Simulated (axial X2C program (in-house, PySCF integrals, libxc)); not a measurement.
# CrSe: from the spin-free to the two-component result

All values were computed with an axial X2C code built on PySCF integrals. Spin-free means the one-electron spin-free X2C Hamiltonian; two-component (2c) means X2C with spin–orbit coupling and atomic mean-field two-electron Coulomb and Gaunt terms, so the difference of the two also holds small scalar two-electron terms. Basis: Se dyall-cv3z [8s9p6d4f1g], Cr dyall-cv3z [9s10p6d3f2g] (cores contracted in-house); Gaussian nuclei, density fitting, unrestricted open shells. Masses: Se 79.917 u, Cr 51.941 u.

Spin-free state: M_S = 2, Λ = 1 (beyond evenly filled blocks: σα, π+α, δ+α, δ-α); fragments Se + Cr.

```tsv
level	Re (Å)	ωe (cm⁻¹)	De (eV)	μ (D)
PBE0	2.256	304.8	2.622	5.23
HF	2.495	233.9	1.013	6.79
CCSD	2.327	268.5	2.285	n/a
CCSD(T)	2.299	276.0	2.430	n/a
BHandHLYP	2.341	263.7	2.384	5.66
```

Correlated methods: 12 electrons correlated (number of frozen shells: Se 3 s, 2 p, 1 d; Cr 3 s, 2 p), 278 virtual spin orbitals or spinors in MP2, 90 natural virtuals in coupled cluster.

Dipoles are positive if Cr is the positive end.

Two-component determinant lowest at the distance of the search:

Ω = 1 (⟨Sz⟩ = 2.00, ⟨Lz⟩ = -1.00 at HF); fragments Se + Cr.

| level | Re (Å) | ωe (cm⁻¹) | De (eV) | μ (D) |
| --- | --- | --- | --- | --- |
| PBE0 | 2.264 | 300.8 | 2.641 | 5.18 |
| HF | 2.498 | 233.2 | n/a | 6.79 |
| CCSD | 2.333 | 268.0 | 2.253 | n/a |
| CCSD(T) | 2.307 | 274.4 | 2.388 | n/a |
| BHandHLYP | 2.347 | 264.3 | 2.346 | 5.62 |

(1) From the two tables, how do the constants change at the CCSD(T) level (2c against spin-free)?

Occupations by symmetry block were frozen at the best pattern of an incomplete PBE0 search. De is counted from the lowest determinant-based energies of the atoms at the same level, without counterpoise correction. De is not given where an atomic determinant may have missed its ground term or J level, or where the truncated virtual space spoils (T). Density functionals use the spin component along the axis (collinear). Coupled cluster ran in a truncated set of natural virtual spinors; the MP2 energy of the rest was added. (T) has no such correction and the atoms are truncated less, which lowers De at CCSD(T) by a hundredth of an eV or more. The functionals have no current-density term, which raises determinants with orbital currents, atoms included. With several unpaired electrons one determinant need not be a pure state. Open-shell Ω = 0 determinants with evenly filled partner blocks cannot be reached by this program, so the Ω shown need not be the lowest component. The determinant is spin-polarised beyond a pure state at some levels (its spin-free form has ⟨S²⟩ too high), which makes Re and μ there less reliable. The T1 diagnostic is large, a sign of multireference character.

Answers

(1) At the CCSD(T) level Re increases by 0.008 Å and ωe falls by 1.6 cm⁻¹; De changes by -0.042 eV.
